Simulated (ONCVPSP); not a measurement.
Before and after: ONCV potential for palladium (Pd)

palladium, optimised norm-conserving Vanderbilt (ONCV), made with ONCVPSP 4.0.1 (PW91, scalar-relativistic). Core [Ar] 3d10, reference 4s2 4p6 4d8 (charge +2). Waves: 4s: rc 1.55 bohr, ncon 4, nbas 9, qcut 8.1 1/bohr, 2 projectors, debl 3.3 Ha; 4p: rc 1.10 bohr, ncon 3, nbas 7, qcut 7.3 1/bohr, 2 projectors, debl 3.9 Ha; 4d: rc 2.00 bohr, ncon 5, nbas 10, qcut 9.5 1/bohr, 2 projectors, debl 2 Ha. Local part: polynomial inside 0.85 bohr (lpopt 5, dvloc0 1 Ha). Core correction: Teter function, fcfact 3.25, rcfact 1.45.

In the s channel the program set the typed energies aside and used -4.063, 0.050 Ha.

Change: p: nproj 1.

Cutoffs: the cutoffs (Ha) at which the residual kinetic energy of the hardest occupied pseudo-wave falls to 1 and 0.1 mHa per electron; they do not see the model core or the augmentation charge, which bear on the density cutoff. Errors are all-electron minus pseudo energies relative to the spin-unpolarised reference configuration.

**Question.** What does the change do?

**Answer.** The potential gets neither clearly harder nor softer (74 Ha and 172 Ha → 74 Ha and 172 Ha); of the 4 tests that both files solve, the error grows in 1 and shrinks in 0 by more than 15 % and 0.3 meV (median size 3.2 → 3.9 meV); the range in which the p phases agree narrows (upper end at the end of the scan → 1.3); neither file shows a bound ghost.

```csv
quantity,base,changed
"cutoff, loose",74 Ha,74 Ha
"cutoff, tight",172 Ha,172 Ha
bound ghosts,none,none
GHOST(+) flags under 300 eV,s at 76.4 eV,s at 76.4 eV
"error for 4s2 4p6 4d10, meV [ΔE -30.08 eV]",+4.2,+4.7
"error for 4s2 4p6 4d9, meV [ΔE -20.89 eV]",+3.3,+3.6
"error for 4s2 4p6 4d7, meV [ΔE 34.44 eV]",+3.0,+4.1
"error for 4s2 4p6 4d8 5s1, meV [ΔE -16.37 eV]",+2.9,+2.9
s: phases at 1.57 bohr within 0.05 rad from the reference energy up to (Ha; the scan ends near 5),2.6,2.6
p: phases at 1.12 bohr within 0.05 rad from the reference energy up to (Ha; the scan ends near 5),to the end of the scan,1.3
d: phases at 2.03 bohr within 0.05 rad from the reference energy up to (Ha; the scan ends near 5),to the end of the scan,to the end of the scan
"rms error of d²Exc/dni dnj with the model core, mHa",1.64,1.65
```
